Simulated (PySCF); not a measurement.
dimethyl selenide (C2H6Se), singlet, geometry from GFN2-xTB. Base run: SVWN5/6-31G* (PySCF).

The PySCF input:
```python
from pyscf import gto, scf, dft

mol = gto.M(
    atom='''
C     1.427456   -0.352530    0.804101
Se    0.018572    0.177668   -0.439477
C    -1.491744   -0.262468    0.717145
H     1.320476   -1.409446    1.036687
H     2.381536   -0.173149    0.317011
H     1.351604    0.247522    1.707869
H    -1.464083   -1.323538    0.953742
H    -2.402307   -0.025560    0.174512
H    -1.432956    0.333430    1.624923
''',
    basis='6-31g*',
    charge=0,
    spin=0,
    verbose=4,
)

mf = dft.RKS(mol)
mf.xc = 'lda,vwn'
mf.kernel()
```

Each row names what was changed in the base input (with any setting that the change needs).

```tsv
change	ΔE vs base (mEh)	fitting functions	dipole (D)
base	0.000	-	1.80
auxbasis = even-tempered beta=2.0	-0.381	581	1.80
auxbasis = def2-svp-ri	-8996.2	307	1.74
auxbasis = cc-pvdz-jkfit	-0.212	449	1.80
auxbasis = cc-pvqz-jkfit	-0.126	736	1.80
auxbasis = def2-tzvp-ri	-8992.6	401	1.74
auxbasis = def2-universal-jkfit	-0.065	524	1.80
auxbasis = autoaux	-0.787	598	1.80
auxbasis = even-tempered beta=1.6	-0.144	870	1.80
auxbasis = cc-pvtz-jkfit	-0.151	545	1.80
```

A fitting set is made for a task (jfit for Coulomb, jkfit for Coulomb and exchange, ri for correlation) and for a family of orbital bases.
